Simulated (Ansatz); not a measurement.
# A ladder of methods for InHF (SMILES [F][InH])

InHF: 3 atoms, total charge 0, spin state doublet. SMILES: `[F][InH]`. The shape is that of a PBE0-D4/def2-TZVP optimisation.

```
atom    x (Å)    y (Å)    z (Å)
   F   1.0884   0.9895   0.6943
  In  -0.5225   0.3551  -0.2448
   H  -0.5769  -1.4094  -0.4628
```

Quantity: the energy change with the F1–In2 bond stretched from 1.970 to 2.462 Å, in eV. The values are calculated.

| level | kind | program | value (eV) | less FCI/STO-3G | CPU time (all runs) |
| --- | --- | --- | --- | --- | --- |
| UHF/STO-3G | Hartree–Fock | Ansatz | 1.40 | -0.17 | 2.4 s |
| USVWN5/STO-3G | LDA | Ansatz | 2.02 | +0.45 | 4.8 s |
| U-revPBE/STO-3G | GGA | Ansatz | 1.74 | +0.17 | 9 s |
| U-wB97X/STO-3G | range-separated hybrid | Ansatz | 2.04 | +0.47 | 26 s |
| UHSE06/STO-3G | range-separated hybrid | Ansatz | 1.93 | +0.36 | 6.3 s |
| UCCSD(T)/STO-3G | coupled cluster or CI | Ansatz | 1.58 | +0.01 | 5.1 s |
| UCCSD/STO-3G | coupled cluster or CI | Ansatz | 1.44 | -0.13 | 4.9 s |
| UCCSDT/STO-3G | coupled cluster or CI | Ansatz | 1.56 | -0.01 | 7.5 s |
| FCI/STO-3G | exact in the basis | Ansatz | 1.57 | 0.00 | 7.7 s |

FCI/STO-3G is exact within its basis and frozen core, so for wave-function methods in that basis the difference is their error; functionals converge differently with the basis, so for them it is only a difference. All-electron rows without a relativistic Hamiltonian named are non-relativistic. The first shape isn't each level's own minimum. The values span 1.40 to 2.04 eV. Spin contamination of the reference (⟨S²⟩ at least 0.1 too high) touches UHF/STO-3G, UCCSD(T)/STO-3G, UCCSD/STO-3G, UCCSDT/STO-3G. All rows use very small basis sets, so none should be taken for the real molecule's value. In the correlated wave-function rows the outer d shell of In is correlated, in sets not made for it. In so small a basis fixed costs decide the times, and correlated methods can beat functionals. Times are those of the runs behind each value, whatever else they computed, on shared processors of several kinds: orders of magnitude only.
